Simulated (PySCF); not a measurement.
A structure optimised at PBE0-D3(BJ)/def2-SVP, used in a PySCF frequency run:

```xyz
10

B      0.0365     0.0139     0.0000
P      0.1238    -1.8793     0.0000
H     -0.7561    -2.2033     1.0715
H     -0.7561    -2.2033    -1.0715
P     -0.1181     0.9464     1.6450
H      0.6504     0.0982     2.4908
H      0.8579     1.9695     1.4790
P     -0.1181     0.9464    -1.6450
H      0.8579     1.9695    -1.4790
H      0.6504     0.0982    -2.4908
```
Charge 0, spin multiplicity 1.

Question: Write its SMILES, formula and point group.

Answer: PB(P)P, BH6P3, Cs

Question: What are its rotational constants (standard atomic weights)?

Answer: 2.6980, 2.6406, 1.3672 GHz
